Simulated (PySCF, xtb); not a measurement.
H₃S, SMILES [SH3+], charge +1.

GFN2-xTB (xtb) at its own geometry gives an orbital gap of 7.77 eV.

Geometry: B3LYP-D3(BJ)/def2-TZVPD. The isomer is the one that the SMILES or the coordinates give; other isomers of the formula were not compared.

Q: What does B3LYP/def2-TZVPD in PySCF give? (Estimate from the structure and the level; the computed values follow.)

A: gap 10.51 eV (levels -17.94 and -7.44 eV).
